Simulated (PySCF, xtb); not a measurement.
Al(H)(F)(NH2) (AlFH₃N), SMILES [NH2][AlH][F].

GFN2-xTB in xtb 6.7.1 at its own geometry gives an orbital gap of 4.61 eV and a dipole moment of 2.67 D.

Geometry optimised at r2SCAN-D4/def2-TZVP. One conformer was computed; it need not be the lowest.

**Question.** What does CAM-B3LYP/def2-TZVPD run with PySCF give? (The exact figures need the calculation; the answer reports its results.)

**Answer.** gap 9.55 eV (levels -9.29 and 0.26 eV), dipole 2.15 D.
